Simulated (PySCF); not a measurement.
Species: C5H6Cl2O.
SMILES: `ClC(Cl)C1=CCOC1`

Vertical excitations from PySCF (density fitting, frozen core in the response, grid level 2 and gas phase unless stated; continuum runs use non-equilibrium linear response for the excitations) on a GFN2-xTB geometry. Reference run:

```
                               settings    S1, eV (f)    S2, eV (f)    S3, eV (f)    S4, eV (f)    S5, eV (f)    S6, eV (f)  T1, eV (Tamm–Dancoff)  mean α (au)
B3LYP/def2-SVPD, full TDDFT, 8 singlets  5.09 (0.073)  5.58 (0.001)  6.35 (0.103)  6.38 (0.003)  6.45 (0.001)  6.52 (0.002)                   4.03         91.1
```

Q: What do these settings give: (1) PBE0/ANO-RCC-VDZP, energy threshold 1e-06 Eh, TDA, 1 singlet; (2) OPBE/def2-SVPD, full TDDFT, 3 singlets?

A: 
```json
{"settings": "PBE0/ANO-RCC-VDZP, energy threshold 1e-06 Eh, TDA, 1 singlet", "S1, eV (f)": "5.40 (0.093)", "S2, eV (f)": "–", "S3, eV (f)": "–", "S4, eV (f)": "–", "S5, eV (f)": "–", "S6, eV (f)": "–", "T1, eV (Tamm–Dancoff)": "4.01", "mean α (au)": "79.1"}
{"settings": "OPBE/def2-SVPD, full TDDFT, 3 singlets", "S1, eV (f)": "4.06 (0.032)", "S2, eV (f)": "4.45 (0.000)", "S3, eV (f)": "5.68 (0.047)", "S4, eV (f)": "–", "S5, eV (f)": "–", "S6, eV (f)": "–", "T1, eV (Tamm–Dancoff)": "3.66", "mean α (au)": "92.2"}
```

(1) S1 moves by +0.31 eV; functional, basis and response scheme change together, so the shift can't be laid on one. (2) S1 moves by -1.03 eV (OPBE has no exact exchange, B3LYP 20 % exact exchange). States are counted by energy in each run and needn't keep their character from row to row.

ANO-RCC sets were contracted for a scalar-relativistic Hamiltonian, but ran non-relativistically here.

Q: Give the leading configurations of S1 (H = HOMO, L = LUMO) and the HOMO–LUMO gap of each run.

A: 
```csv
settings,S1 configurations (weight),S1 (eV),orbital gap (eV),S1 − gap (eV)
"B3LYP/def2-SVPD, full TDDFT, 8 singlets",H→L 0.94,5.09,5.85,-0.76
"PBE0/ANO-RCC-VDZP, energy threshold 1e-06 Eh, TDA, 1 singlet","H→L 0.89, H−1→L 0.09",5.40,6.36,-0.96
"OPBE/def2-SVPD, full TDDFT, 3 singlets",H→L 0.96,4.06,3.89,+0.17
```

Where S1 or the frontier orbitals are degenerate, the weights hang on an arbitrary mixing within the set.

Conformer computed: `[Cl:1][CH:2]([Cl:3])[C:4]1=[CH:5][CH2:6][O:7][CH2:8]1`: Cl1–C2–C4–C5 120°.

One conformer stands for the species.
